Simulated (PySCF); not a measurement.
Species: C4H13NOSi2.
Atom-mapped SMILES: `[CH3:1][N:2]([CH3:3])[Si@H:4]1[CH2:5][CH2:6][SiH2:7][O:8]1`

Cartesian coordinates in Å at the GFN2-xTB level; atoms count from 1:
```xyz
21
C4H13NOSi2 angstrom
C      1.926    1.364   -0.755
N      1.374    0.205   -0.093
C      2.373   -0.558    0.610
Si    -0.023   -0.571   -0.717
C     -1.112   -1.296    0.667
C     -2.194   -0.255    1.004
Si    -2.459    0.833   -0.538
O     -1.027    0.592   -1.288
H      2.395    2.020   -0.017
H      1.125    1.900   -1.255
H      2.683    1.084   -1.498
H      2.859    0.070    1.362
H      1.906   -1.405    1.103
H      3.146   -0.938   -0.069
H      0.157   -1.479   -1.859
H     -0.570   -1.590    1.566
H     -1.591   -2.200    0.289
H     -1.836    0.376    1.820
H     -3.100   -0.741    1.369
H     -2.543    2.263   -0.264
H     -3.499    0.341   -1.439
```

Probes without a nucleus sit at each ring's centroid and 1 Å off its mean plane on both sides; NICS is minus the shielding there, NICSzz its component along the normal. Level: GIAO PBE0/pcSseg-1 (PySCF, non-relativistic, gas phase) on the GFN2-xTB geometry, one conformer.

Ring bond lengths (Å), with Mayer bond orders in brackets: Si4–C5 1.905 (0.87), C5–C6 1.539 (1.02), C6–Si7 1.907 (0.91), Si7–O8 1.634 (0.94), O8–Si4 1.639 (0.92).

Task: What do the NICS probes read (ppm)?

Result: 
```json
{"ring": "Si4–C5–C6–Si7–O8", "type": "5-membered ring with O and 2 Si; formal bonds all single", "NICS(0)": "-4.9", "NICS(1), two faces": "-2.9 / -2.9", "NICS(1)zz, two faces": "-3.3 / -1.4", "rms pucker (Å)": "0.12", "centre to ring atoms, mean (Å)": "1.46"}
```

Task: What do they say, and how far can they be read as aromaticity?

Result: 
- Si4–C5–C6–Si7–O8: mean NICS(1)zz -2.4 ppm, near zero. Si4, C5, C6, Si7 have four or more neighbours; no verdict on aromaticity is drawn.

Task: List the ring angles and the Hirshfeld charges of the ring atoms.

Result: 
- Si4–C5–C6–Si7–O8: Si4 100.0° (+0.433 e), C5 107.7° (-0.166 e), C6 107.8° (-0.162 e), Si7 99.5° (+0.406 e), O8 118.8° (-0.310 e); sum 533.8° against 540° for a flat convex ring.
